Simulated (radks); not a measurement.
Question: Pr+, configuration [Xe] 4f3 6s1. Calculated with a radial shooting solver on a logarithmic mesh with Libxc functionals: Dirac Kohn-Sham, LDA (Slater exchange, VWN5 correlation), spin-unpolarised, spherical densities, finite nucleus; open shells fill j = l - 1/2 first; Fermi nuclear charge, rms radius 4.8919 fm. Some entries of the table are withheld. Estimate them.

| orbital | occ. | eigenvalue (hartree) | r(max) (bohr) | <r> (bohr) |
|---|---|---|---|---|
| 1s1/2 | 2 | -1533.840 | 0.01543 | 0.02411 |
| 2s1/2 | 2 | -246.8705 | 0.08748 | 0.1027 |
| 2p1/2 | 2 | -233.4488 | 0.06651 | 0.08608 |
| 2p3/2 | 4 | -215.7492 | 0.07187 | 0.09239 |
| 3s1/2 | 2 | -53.40184 | 0.2496 | 0.2724 |
| 3p1/2 | 2 | -47.67738 | 0.2362 | 0.2619 |
| 3p3/2 | 4 | -44.17256 | 0.2478 | 0.2743 |
| 3d3/2 | 4 | -34.14004 | 0.1985 | (1) |
| 3d5/2 | 6 | -33.38375 | 0.2017 | (2) |
| 4s1/2 | 2 | (3) | 0.5794 | 0.6229 |
| 4p1/2 | 2 | -8.62401 | 0.5876 | 0.6405 |
| 4p3/2 | 4 | -7.86475 | 0.6127 | 0.6688 |
| 4d3/2 | 4 | -4.34072 | 0.6312 | 0.7222 |
| 4d5/2 | 6 | -4.20765 | 0.6395 | 0.7324 |
| 5s1/2 | 2 | -1.65248 | 1.351 | 1.507 |
| 5p1/2 | 2 | -1.08023 | 1.483 | 1.703 |
| 5p3/2 | 4 | -0.97596 | 1.556 | 1.793 |
| 6s1/2 | 1 | -0.30567 | 3.575 | 4.032 |
| 5d3/2 | 0 | (4) | 2.205 | 2.871 |
| 5d5/2 | 0 | (5) | 2.248 | 2.929 |
| 4f5/2 | 3 | -0.27158 | 0.6906 | 1.166 |
| 4f7/2 | 0 | -0.25895 | 0.6962 | 1.187 |
| 6p1/2 | 0 | -0.20360 | 4.358 | 4.915 |
| 6p3/2 | 0 | -0.19262 | 4.558 | 5.116 |

Answer: 
(1) 3d3/2 <r> (bohr): 0.2453
(2) 3d5/2 <r> (bohr): 0.2492
(3) 4s1/2 eigenvalue (hartree): -10.76614
(4) 5d3/2 eigenvalue (hartree): -0.28128
(5) 5d5/2 eigenvalue (hartree): -0.27396
